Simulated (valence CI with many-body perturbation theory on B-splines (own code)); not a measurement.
**Forbidden lines of Tc²⁰⁺**

Method: relativistic CI+MBPT: five valence electrons over a frozen Dirac-Fock core [Ar], a basis of 7 s, 7 p, 8 d, 6 f, 4 g, 1 h functions for each j, with the one-electron correlation potential Σ1, the two-electron term Σ2, the three-electron term Σ3, Breit, model QED; selected CI, second order for the rest, scaled by the run's own slope (own B-spline code, finite nucleus).

No measured spectrum was set against this ion. As an estimate, terms of the open shell hold to 2 to 4 % of their energy, and close levels can change places. Only levels of the ground parity were solved; by the run's estimate the other parity begins above the list, which can be wrong where configurations are misplaced.

Lines 1 to 50 of 120 in falling wavelength, among levels below 384800 cm⁻¹, chosen from the decays that carry over 1 % of a level's rate. Wavelengths and rates use the calculated energies, so an error of 3000 cm⁻¹ moves a line at 550.5 nm by 17 % and its rate by three times that or more. Electric multipoles are in the length gauge, E1 and E2 with the static RPA response of the core. S is in atomic units (e²a₀⁴ for E2 and M2, e²a₀⁶ for E3), for M1 in squared Bohr magnetons. Weak lines are less certain than strong ones. Lines between different terms over intervals too small for the method are left out, as are lines whose strength nearly cancels. Intervals below about 3000 cm⁻¹, as at the head of this list, are uncertain by tens of per cent.

Names give the largest LS component (configuration and term), which can be under half, so a name can repeat, a term be missing and a line seem to break the LS rules; names also repeat where a configuration has a term twice. Letters in brackets count levels of one name in rising energy.

```csv
λ vac (nm),Upper,Lower,Type,A (s⁻¹),S (a.u.)
6130,3d5 4G_11/2,3d5 4G_7/2,E2,4.18e-11,3.88e-04
2829,3d5 4G_9/2,3d5 4G_11/2,M1,1.36e+00,1.14e+01
1936,3d5 4G_9/2,3d5 4G_7/2,M1,4.93e+00,1.32e+01
1226,3d5 4D_3/2,3d5 4D_5/2,M1,1.85e+01,5.04e+00
1050,3d5 4P_1/2,3d5 4P_3/2,M1,4.22e+01,3.62e+00
1009,3d5 2I_13/2,3d5 2I_11/2,M1,9.51e+00,5.06e+00
841.0,3d5 2F_7/2 [c],3d5 2F_5/2 [b],M1,1.93e+01,3.41e+00
708.6,3d5 4G_7/2,3d5 4G_5/2 [a],M1,6.07e+01,6.40e+00
633.9,3d5 4F_3/2,3d5 4F_5/2,M1,1.02e+02,3.85e+00
550.5,3d5 4F_5/2,3d5 2D_3/2 [a],M1,5.22e+01,1.94e+00
546.7,3d5 4G_5/2 [b],3d5 4G_5/2 [a],M1,2.31e+02,8.40e+00
536.6,3d5 4P_3/2,3d5 4G_5/2 [a],M1,8.86e+01,2.03e+00
497.0,3d5 4F_5/2,3d5 2F_7/2 [a],M1,1.99e+02,5.43e+00
479.5,3d5 4D_7/2,3d5 4G_9/2,M1,5.30e+01,1.73e+00
464.5,3d5 2H_9/2,3d5 2G_9/2 [a],M1,1.25e+02,4.63e+00
457.8,3d5 4D_7/2,3d5 4G_5/2 [b],M1,1.36e+02,3.86e+00
429.6,3d5 2F_7/2 [a],3d5 4D_5/2,M1,1.41e+01,3.31e-01
420.2,3d5 2H_11/2,3d5 2H_9/2,M1,7.01e+01,2.31e+00
405.8,3d5 2G_9/2 [b],3d5 2F_7/2 [b],M1,9.23e+01,2.29e+00
391.6,3d5 4D_1/2,3d5 4P_1/2,M1,4.41e+02,1.96e+00
388.2,3d5 2H_9/2,3d5 2F_7/2 [a],M1,4.53e+01,9.83e-01
384.3,3d5 4D_7/2,3d5 4G_7/2,M1,1.22e+02,2.06e+00
367.0,3d5 2F_5/2 [a],3d5 4D_5/2,M1,6.13e+01,6.74e-01
363.0,3d5 2F_7/2 [b],3d5 2F_5/2 [a],M1,1.58e+02,2.24e+00
340.8,3d5 2F_7/2 [c],3d5 2H_9/2,M1,1.11e+02,1.30e+00
328.9,3d5 2G_9/2 [b],3d5 2H_9/2,M1,3.78e+02,4.98e+00
325.6,3d5 4D_5/2,3d5 4P_3/2,M1,7.00e+01,5.38e-01
317.3,3d5 2F_7/2 [b],3d5 2F_7/2 [a],M1,1.18e+02,1.12e+00
294.6,3d5 4F_3/2,3d5 2D_3/2 [a],M1,1.80e+02,6.81e-01
291.5,3d5 2G_7/2 [a],3d5 2G_9/2 [a],M1,2.84e+02,2.09e+00
289.4,3d5 2G_7/2 [a],3d5 2F_5/2 [a],M1,1.02e+02,7.30e-01
285.9,3d5 2F_7/2 [c],3d5 4F_5/2,M1,1.92e+02,1.33e+00
285.3,3d5 4D_1/2,3d5 4P_3/2,M1,2.78e+02,4.79e-01
283.8,3d5 4D_5/2,3d5 4G_7/2,M1,1.91e+02,9.69e-01
283.8,3d5 4F_5/2,3d5 4D_3/2,M1,6.50e+01,3.31e-01
274.3,3d5 2F_5/2 [a],3d5 4D_7/2,M1,1.61e+02,7.39e-01
272.4,3d5 2G_9/2 [a],3d5 4D_7/2,M1,1.11e+02,8.31e-01
260.5,3d5 2H_9/2,3d5 2I_11/2,M1,7.05e+01,4.62e-01
259.5,3d5 2G_7/2 [a],3d5 2F_7/2 [a],M1,8.79e+01,4.56e-01
257.3,3d5 4D_3/2,3d5 4P_3/2,M1,3.72e+02,9.39e-01
255.0,3d5 4D_3/2,3d5 4G_5/2 [b],M1,4.92e+01,1.21e-01
254.8,3d5 2F_5/2 [b],3d5 2F_5/2 [a],M1,2.08e+02,7.66e-01
249.2,3d5 4D_7/2,3d5 4G_5/2 [a],M1,2.22e+01,1.02e-01
245.6,3d5 2I_11/2,3d5 4G_9/2,M1,9.47e+01,6.25e-01
242.4,3d5 2F_5/2 [b],3d5 2D_3/2 [a],M1,3.90e+02,1.23e+00
231.4,3d5 2F_5/2 [b],3d5 2F_7/2 [a],M1,4.04e+01,1.11e-01
230.4,3d5 4F_5/2,3d5 4D_5/2,M1,4.21e+02,1.15e+00
226.0,3d5 2I_11/2,3d5 4G_11/2,M1,3.90e+02,2.01e+00
220.6,3d5 2H_11/2,3d5 2G_9/2 [a],M1,1.61e+02,7.70e-01
215.4,3d5 2D_3/2 [a],3d5 4P_1/2,M1,1.61e+02,2.38e-01
```
